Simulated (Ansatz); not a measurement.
The cluster Fe₃S₄, relaxed as a singlet with RKS r2SCAN-D4/def2-SVP in Ansatz, starting from the GFN2-xTB geometry. Force threshold 0.02 eV/Å.

The structure comes from a short search, and lower isomers may exist.

Start:

```xyz
7

Fe   -1.442    1.342   -0.505
Fe    0.968   -1.378   -0.828
Fe    0.210    0.115    0.832
S     2.089    0.259   -0.105
S    -1.035    1.701    1.439
S    -0.234   -1.945    0.809
S    -0.555   -0.095   -1.641
```

| step | energy (eV) | largest force component (eV/Å) | SCF passes |
| --- | --- | --- | --- |
| 1 | -146474.8634 | 1.081 | 79 |
| 2 | -146475.0994 | 0.633 | 54 |
| 3 | -146475.1618 | 0.529 | 53 |
| 4 | -146475.1889 | 0.160 | 44 |
| 5 | -146475.1946 | 0.110 | 48 |
| 6 | -146475.2078 | 0.360 | 69 |
| 7 | -146475.3645 | 1.350 | 101 |
| 8 | -146475.7697 | 0.784 | 72 |
| 9 | -146475.9295 | 0.503 | 66 |
| 10 | -146476.0050 | 0.985 | 132 |
| 11 | -146476.3896 | 0.967 | 81 |
| 12 (rejected) | -146476.2754 | 2.583 | 77 |
| 13 | -146476.5683 | 0.473 | 71 |
| 14 | -146476.6613 | 0.343 | 57 |
| 15 | -146476.7343 | 0.231 | 52 |
| 16 | -146476.8203 | 0.441 | 52 |
| 17 | -146476.8789 | 0.677 | 54 |
| 18 | -146476.8997 | 0.556 | 52 |
| 19 | -146476.9145 | 0.178 | 42 |
| 20 | -146476.9176 | 0.069 | 36 |
| 21 | -146476.9179 | 0.025 | 39 |
| 22 | -146476.9180 | 0.005 | 26 |

Force components are those of the run's own axes.

End:

Cartesian coordinates in Å:
```
Fe -1.209 0.374 -0.292
Fe 0.733 -0.590 -0.871
Fe 0.571 0.402 1.075
S 2.500 0.030 0.194
S -1.211 1.550 1.449
S -0.480 -1.442 0.693
S -0.904 -0.326 -2.248
```

Bonds lost: Fe3–S7 (atoms count from 1). Bonds formed: Fe1–S6 (atoms count from 1). Metal–metal contacts that move far: Fe1–Fe2 3.65 to 2.24 Å.

No frequencies were taken in this run, so the end may be a saddle point.

Run time 3.7 min (4 threads of Arm Neoverse V2 on a shared host), peak host memory 0.64 GiB.
